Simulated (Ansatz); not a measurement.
Computed with Ansatz on PBE0-D4/def2-TZVP structures; ΔE is electronic, products minus reactants. CCSD(T)/CBS adds triple-zeta CCSD(T) − MP2 to the extrapolated MP2 energy (def2 sets, frozen cores). This one scheme is used for every species. DFT in def2-TZVPP. B3LYP here is the variant with VWN-RPA as its local correlation; programs differ in this. Elements past krypton have def2 core potentials. For Te outer-core shells are correlated without core-valence functions, which leaves a few kJ/mol of doubt a bond. One conformer a species, not always the lowest.

Reaction (ligand exchange at a B–Te bond): `OB(O)[Te]C(F)(F)F` + H–F → `OB(O)F` + `FC(F)(F)[TeH]`

| level | ΔE (kJ/mol) | difference from CCSD(T)/CBS |
| --- | --- | --- |
| r2SCAN-D4 | -95.7 | -10.3 |
| PBE0-D4 | -87.8 | -2.4 |
| ωB97M-V | -95.7 | -10.3 |
| B2PLYP | -99.8 | -14.4 |
| PBE0 | -94.6 | -9.2 |
| B3LYP | -107.7 | -22.3 |
| HF/def2-TZVPP | -130.2 | -44.8 |
| CCSD(T)/def2-TZVPP | -92.4 | -7.0 |
| HF/def2-QZVPP | -130.7 | -45.3 |
| CCSD/CBS(def2) | -92.3 | -6.9 |
| CCSD(T)/CBS | -85.4 | 0 |

Largest T1 diagnostic among the species: 0.013.

In def2-TZVPP, CCSD(T) changes the Hartree–Fock value by +37.8 kJ/mol (the triples alone add +6.8 kJ/mol) and MP2 by +47.5 kJ/mol. From PBE to PBE0 (25 % exact exchange), in def2-TZVPP and without D4, ΔE moves by −5.0 kJ/mol.
